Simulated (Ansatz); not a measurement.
Name a neutral molecule of B, C, S and H with size of the dipole moment (PBE/def2-TZVPP) between 1.20 and 1.50 D and size of the dipole moment (B3LYP/def2-TZVPP) between 1.25 and 1.55 D (Ansatz, PBE0-D4/def2-TZVP geometry).

`CCBS` (1.30 D, 1.29 D); `CC(C)BS` (1.28 D, 1.26 D); `CSB(C)C` (1.43 D, 1.44 D). Other molecules can fit too; these were computed, each in one conformer that needn't be the lowest.

B3LYP here is the variant with VWN-RPA as its local correlation; programs differ in this.
